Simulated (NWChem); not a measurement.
Molecule: BBr2F; SMILES FB(Br)Br

```xyz
4

B      0.0000     0.0000    -0.6295
F      0.0000     0.0000    -1.9394
Br     1.6615     0.0000     0.2943
Br    -1.6615     0.0000     0.2943
```
Atoms are numbered in this order, from 1.

Program: NWChem. Medium grid unless said otherwise, to which SCAN and Minnesota functionals are sensitive. Structure relaxed at the PBE0/def2-SVP level. B3LYP is NWChem's, with the RPA form of VWN correlation. Total energies of different functionals are on different scales.

```json
[
 {"level": "B3LYP/def2-SVP", "energy (Ha)": "-5272.4701", "highest occupied level (eV)": "-8.16", "orbital gap (eV)": "6.86", "dipole (D)": "0.30"},
 {"level": "PBE/def2-SVP", "energy (Ha)": "-5271.5119", "highest occupied level (eV)": "-7.13", "orbital gap (eV)": "5.07", "dipole (D)": "0.24"},
 {"level": "M06-L/def2-SVP", "energy (Ha)": "-5272.2108", "highest occupied level (eV)": "-7.51", "orbital gap (eV)": "5.71", "dipole (D)": "0.26"},
 {"level": "PW91/def2-SVP", "energy (Ha)": "-5272.6645", "highest occupied level (eV)": "-7.17", "orbital gap (eV)": "5.07", "dipole (D)": "0.25"},
 {"level": "MN15-L/def2-SVP", "energy (Ha)": "-5272.4157", "highest occupied level (eV)": "-7.73", "orbital gap (eV)": "6.18", "dipole (D)": "0.22"},
 {"level": "LDA (Slater exchange, VWN5)/def2-SVP", "energy (Ha)": "-5264.4248", "highest occupied level (eV)": "-7.28", "orbital gap (eV)": "4.97", "dipole (D)": "0.28"},
 {"level": "LC-wPBE (HJS exchange hole, range parameter 0.4 per bohr)/def2-SVP", "energy (Ha)": "-5271.6736", "highest occupied level (eV)": "-11.29", "orbital gap (eV)": "12.38", "dipole (D)": "0.13"},
 {"level": "LC-BLYP (range parameter 0.33 per bohr)/def2-SVP", "energy (Ha)": "-5271.5061", "highest occupied level (eV)": "___", "orbital gap (eV)": "___", "dipole (D)": "0.22"},
 {"level": "HCTH/407/def2-SVP", "energy (Ha)": "-5275.1785", "highest occupied level (eV)": "-7.27", "orbital gap (eV)": "5.20", "dipole (D)": "0.29"}
]
```

Task: Complete the blanks.

Result: 
- LC-BLYP (range parameter 0.33 per bohr)/def2-SVP, highest occupied level (eV): -10.67
- LC-BLYP (range parameter 0.33 per bohr)/def2-SVP, orbital gap (eV): 11.64
